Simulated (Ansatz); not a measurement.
Calculated with Ansatz (gas phase, PBE0-D4/def2-TZVP geometries, no zero-point term in ΔE). CCSD(T)/CBS is the MP2 limit (def2-TZVPP, def2-QZVPP) plus CCSD(T) − MP2 in def2-TZVPP, frozen cores. Functionals use def2-TZVPP. B3LYP here is the variant with VWN-RPA as its local correlation; programs differ in this. For Br, Ga outer-core shells are correlated without core-valence functions, which leaves a few kJ/mol of doubt a bond. Scalar relativity is left out up to krypton. Each species was taken in one conformer, which may not be the lowest.

Consider the redistribution: `CB(O)Br` + `[SiH3][SiH2][GaH2]` → `CB(O)[SiH2][SiH3]` + `[GaH2][Br]`.

`CB(O)Br`:

```xyz
8

C    -0.940   -0.090    0.460
B     0.475    0.074   -0.160
O     0.757   -0.333   -1.410
Br    1.908    0.895    0.887
H    -1.637   -0.559   -0.236
H    -0.890   -0.693    1.371
H    -1.341    0.882    0.763
H     1.669   -0.175   -1.674
```

`[SiH3][SiH2][GaH2]`:

```xyz
10

Si   -0.292    1.513    0.856
Si    0.957   -0.282    0.017
Ga   -0.512   -1.771   -1.171
H     0.560    2.472    1.609
H    -1.356    1.007    1.766
H    -0.950    2.241   -0.264
H     2.024    0.274   -0.865
H     1.619   -0.957    1.170
H    -0.786   -1.571   -2.706
H    -1.264   -2.925   -0.412
```

`CB(O)[SiH2][SiH3]`:

Z-matrix (Å, degrees):
```
C
B 1 1.563
H 1 1.093 2 112.7
H 1 1.096 2 110.5 3 -121.6
H 1 1.096 2 110.7 3 122.0
O 2 1.358 1 117.9 3 1.3
Si 2 2.042 1 121.6 3 179.6
H 6 0.961 2 114.2 1 -179.6
Si 7 2.341 2 110.2 1 -69.0
H 7 1.497 2 111.4 1 171.1
H 7 1.492 2 111.7 1 50.7
H 9 1.489 7 110.2 2 -60.1
H 9 1.488 7 112.0 2 179.3
H 9 1.489 7 109.9 2 58.8
```

`[GaH2][Br]`:

Cartesian coordinates in Å:
```
Ga 0.051 0.170 0.161
Br -0.437 -1.458 -1.380
H 1.463 0.812 0.031
H -1.077 0.476 1.189
```

| level | ΔE (kcal/mol) |
| --- | --- |
| B3LYP-D4 | -2.3 |
| ωB97M-V | -2.0 |
| B2PLYP | -2.3 |
| HF/def2-QZVPP | -4.7 |
| MP2/def2-QZVPP | -1.0 |
| SCS-MP2/def2-QZVPP | -1.9 |
| HF/CBS(def2) | -4.7 |
| MP2/CBS(def2) | -0.8 |

(1) What does CCSD(T)/CBS give? (Best estimate.)

Largest T1 diagnostic among the species: 0.014.

Results:

(1) Ansatz gave: -1.5 kcal/mol. The listed levels differ from it by -0.8, -0.5, -0.8, -3.2, 0.5, -0.4, -3.2, 0.7 kcal/mol.

In def2-TZVPP, CCSD(T) changes the Hartree–Fock value by +2.9 kcal/mol (the triples alone add +0.2 kcal/mol) and MP2 by +3.5 kcal/mol.
